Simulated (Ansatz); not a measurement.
Ansatz (an electronic-structure program) input (B3LYP-D3(BJ)/def2-TZVP):

Ansatz 0.2 input:
```yaml
crystal:
  periodic: [false, false, false]
  atoms:
    - {symbol: Ga, position_ang: [0.00592848, 0.00138736, -0.02924116]}
    - {symbol: Cl, position_ang: [-0.13305347, 1.51622863, -1.43339005]}
    - {symbol: Cl, position_ang: [0.14487903, -1.51345385, 1.37491040]}
basis:
  gaussian:
    orbitals: def2-TZVP
hamiltonian:
  xc: b3lyp
  dispersion: d3bj
total_charge: 1
relax: {f_tol: 0.002, max_steps: 150}
```

End of the output:

```
the calculation of the forces begins
reference -77420.19354483 eV, -2845.1396354805 hartree; 32, 32 occupied and 90, 90 virtual orbitals, 929 factors
relax step   4: F+E_penalty+E_count = -77420.33503254 eV  Δ(F+E_penalty+E_count) = -6.745e-7 eV  max|allowed force component| = 2.965e-4 eV/Å  Δτ_max = 0.0002 Å  (19 SCF iters, accepted)
integrals: 0.05 GiB planned
929 factors; their error is unknown
mean field: 0.48 GiB planned
mean field evaluation 32: about -77419.9912 eV, gradient 1.1e-1 eV
mean field -77420.19333231 eV, -2845.1396276706 hartree, gradient 1.8e-5 eV, S^2 0.000000; 1 other end points of the search recorded, 0 dependent functions left out
the calculation of the forces begins
reference -77420.19354483 eV, -2845.1396354805 hartree; 32, 32 occupied and 90, 90 virtual orbitals, 929 factors
Total energy: -77420.33524506 eV, -2845.1448428680 hartree
Atom 0 at     0.005918     0.001387    -0.029240 Å, force    -0.000001    -0.000000     0.000000 eV/Å
Atom 1 at    -0.130894     1.492741    -1.411619 Å, force    -0.000027     0.000297    -0.000275 eV/Å
Atom 2 at     0.142729    -1.489966     1.353139 Å, force     0.000028    -0.000297     0.000275 eV/Å
Dipole moment:     0.000000     0.000000    -0.000000 e Å
```
